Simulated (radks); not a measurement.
Question: Neutral europium is in [Xe] 4f7 6s2. All-electron calculation, scalar-relativistic Kohn-Sham, r2SCAN, spin-polarised, spherical densities, finite nucleus; meta-GGA in the generalised Kohn-Sham scheme; Fermi nuclear charge, rms radius of each element as measured or else 0.836 A^(1/3) + 0.57 fm. Program: a radial shooting solver on a logarithmic mesh with Libxc functionals. Open shells are filled with parallel spins first. One electron is removed from 4f, 6s, 5p, 5s in turn, with full relaxation. Which removal costs least, and what does each cost?

Answer: 6s 5.273 eV; 4f 11.522 eV; 5p 27.588 eV; 5s 48.659 eV. The 6s electron leaves first.
